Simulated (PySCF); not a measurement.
GeH₂, neutral, multiplicity 1. Atoms are numbered in the order given.

```xyz
3

Ge     0.0000     0.0000     0.0659
H      0.0000    -1.1340    -1.0542
H      0.0000     1.1340    -1.0542
```
Charge 0, spin multiplicity 1.

Coordinates come from a PBE0-D3(BJ)/def2-TZVPD optimisation. The isomer is the one that the SMILES or the coordinates give; other isomers of the formula were not compared.

All values below come from PySCF with M06-2X/def2-TZVPD.

Symmetry labels are those of the subgroup C2v that the program uses (full group C2v).

Computed valence orbital energies around the gap with their symmetry:
```tsv
orbital	symmetry	energy (eV)
HOMO−7	A1	-38.25
HOMO−6	A2	-38.15
HOMO−5	B1	-38.08
HOMO−4	B2	-37.87
HOMO−3	A1	-37.80
HOMO−2	A1	-15.66
HOMO−1	B2	-9.97
HOMO	A1	-7.85
LUMO	B1	-2.14
LUMO+1	A1	0.85
LUMO+2	B2	1.44
LUMO+3	A1	2.25
```
